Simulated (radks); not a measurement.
Ionisation of the platinum ion Pt2+, [Xe] 4f14 5d8, to [Xe] 4f14 5d7 as the strength of local exchange is varied. Method: Dirac Kohn-Sham, Slater X-alpha exchange (alpha = 2/3 is LDA exchange), no correlation, spin-unpolarised, spherical densities, point nucleus; open shells fill j = l - 1/2 first; computed with a radial shooting solver on a logarithmic mesh with Libxc functionals.

alpha  E(Pt2+) (hartree)  exchange (hartree)  IE (eV)  -e of the level emptied (eV)  <r> of it (bohr)
0.66         -18423.9539           -334.5788   30.095                23.877 (5d5/2)             1.598
0.667        -18427.5028           -338.1961   30.222                23.993 (5d5/2)             1.596
0.717        -18452.8733           -364.0757   31.137                24.838 (5d5/2)             1.579
0.721        -18454.9045           -366.1493   31.211                24.906 (5d5/2)             1.578
0.804        -18497.1055           -409.2813   32.769                26.349 (5d5/2)             1.552
0.917        -18554.7227           -468.3277   34.965                28.393 (5d5/2)             1.518
0.994        -18594.0915           -508.7770   36.510                29.838 (5d5/2)             1.496

NIST Atomic Spectra Database: 29 +/- 1.6 eV (theoretical). The central value is not met in this range of alpha. Spin polarisation and multiplet splitting are left out, so open shells lie too high by an amount that depends on their filling.

Beside tabulated values, note that spin-unpolarised runs miss the spin-polarisation part of the exchange energy of open shells.
